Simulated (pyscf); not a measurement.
F–BiH–F (SMILES [F][BiH][F]), singlet

Gas-phase minimum from PySCF at ωB97X-D3(BJ)/def2-SVP, one conformer. 

```xyz
4

F      0.1931     0.3382     0.7245
Bi    -1.6065    -0.5899     0.6647
F     -1.0812    -1.9909    -0.7010
H     -2.2568     0.5327    -0.5865
```

Bonded distances (Å): F1–Bi2 2.026, Bi2–F3 2.026, Bi2–H4 1.802. Angles (°): F1–Bi2–F3 96.1, F1–Bi2–H4 93.2, F3–Bi2–H4 93.2.

Properties at ωB97X-D3(BJ)/def2-SVP:

- Harmonic wavenumbers, unscaled: 177, 594, 605, 618, 629, 1848 cm⁻¹
- Zero-point energy: 6.4 kcal/mol
- Rotational symmetry number: 1
- Entropy of this conformer at 298 K and 1 atm, rigid rotor and harmonic oscillator, modes under 100 cm⁻¹ raised to 100: 299.7 J/(mol K)
- Dipole moment: 4.57 D

Single-point totals, which compare only within one level (frozen core for MP2 and CC):

```
level                   total energy (hartree)
----------------------  ----------------------
ωB97X-D3(BJ)/def2-TZVP              -415.12772
PBE/def2-TZVP                       -414.89918
r²SCAN/def2-TZVP                    -415.07426
B3LYP-D3(BJ)/def2-TZVP              -415.13486
PBE0-D3(BJ)/def2-TZVP               -414.86199
M06-2X/def2-TZVP                    -414.84243
ωB97M-D3(BJ)/def2-TZVP              -415.09776
HF/def2-TZVPP                       -413.13027
MP2/def2-TZVPP                      -414.07363
CCSD/def2-TZVPP                     -414.04674
CCSD(T)/def2-TZVPP                  -414.07267
```

The CCSD(T) − MP2 part came from Ansatz, without density fitting, on the same reference. The frozen core leaves the outer d or s,p core shells of the metals and heavy elements correlated in the MP2 and CC values, and def2-TZVPP describes them poorly, so these totals are far from the basis limit. Elements past Kr carry the def2 core potentials, without spin-orbit coupling.
